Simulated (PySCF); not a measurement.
# Electron correlation in Pr⁺ (praseodymium, charge +1)

[Xe] 4f2 5d1 6s1, one real determinant (an excited configuration). Computed with PySCF 2.14 in cc-pVDZ-X2C, with the spin-free X2C one-electron Hamiltonian (Gaussian nucleus). Frozen: [Kr] 4d10; 12 electrons correlated.

```tsv
level	correlation energy (mhartree)
CCSD	-274.92
(T)	-10.05
CCSD(T)	-284.97
```

Diagnostics: T1 = 0.0098, D1 = 0.0353, largest double amplitude 0.067.

The real determinant used has ⟨L²⟩ near 30 against 56 for a pure K term, so it mixes terms. Spin-orbit coupling, absent here, splits the open shell strongly.

Cost of the coupled-cluster step: roughly 25 core-seconds, for 12 correlated electrons.

The reference is one real determinant that mixes LS terms of this configuration.
